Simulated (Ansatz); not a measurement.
Compare A (`O[SiH]1C[SiH2]O1`) with its isomer B (`O[SiH2][SiH]1CO1`).

Isolated molecules relaxed with PBE0-D4/def2-TZVP in Ansatz; ΔE leaves out vibrations. CCSD(T)/CBS adds triple-zeta CCSD(T) − MP2 to the extrapolated MP2 energy (def2 sets, frozen cores). Functionals use def2-TZVPP. B3LYP here is the variant with VWN-RPA as its local correlation; programs differ in this. One conformer a species, not always the lowest.

A:

```xyz
11

O    -1.7240    1.6354    0.0327
Si   -0.7227    0.5498   -0.6635
C     1.0394    0.4065   -0.0031
Si    0.4878   -1.3442    0.4002
O    -1.0397   -1.0284   -0.2176
H    -1.8667    1.5884    0.9792
H    -0.8778    0.7774   -2.1146
H     1.2806    1.0473    0.8457
H     1.8258    0.4975   -0.7536
H     1.1700   -2.4300   -0.3471
H     0.4273   -1.6998    1.8418
```

B:

```xyz
11

O    -1.948    0.679   -0.502
Si   -0.554    0.885   -1.358
Si    1.054    0.044    0.112
C     0.537   -1.351    1.156
O     0.315    0.011    1.631
H    -1.822    0.636    0.452
H    -0.290    2.315   -1.682
H    -0.658    0.133   -2.633
H     2.483    0.447    0.100
H    -0.382   -1.902    0.969
H     1.264   -1.896    1.756
```

Which isomer does CCSD(T)/CBS put lower? Give the gap. (An estimate is asked.)

The calculation gave: A, by 330.1 kJ/mol.

Give E(B) − E(A) in kJ/mol with B3LYP, CCSD/def2-TZVPP, ωB97M-V, r2SCAN-D4, B3LYP-D4, MP2/def2-TZVPP, PBE-D4. (An estimate is asked.)

Computed: B3LYP 310.5, CCSD/def2-TZVPP 331.8, ωB97M-V 331.0, r2SCAN-D4 317.5, B3LYP-D4 313.1, MP2/def2-TZVPP 340.9, PBE-D4 289.7. None reverses the order clearly.

Largest T1 diagnostic: 0.014.

From PBE to PBE0 (25 % exact exchange), in def2-TZVPP and without D4, E(B) − E(A) moves by +23.0 kJ/mol. In def2-TZVPP, CCSD(T) changes the Hartree–Fock value by −23.0 kJ/mol (the triples alone add −5.4 kJ/mol) and MP2 by −8.6 kJ/mol.
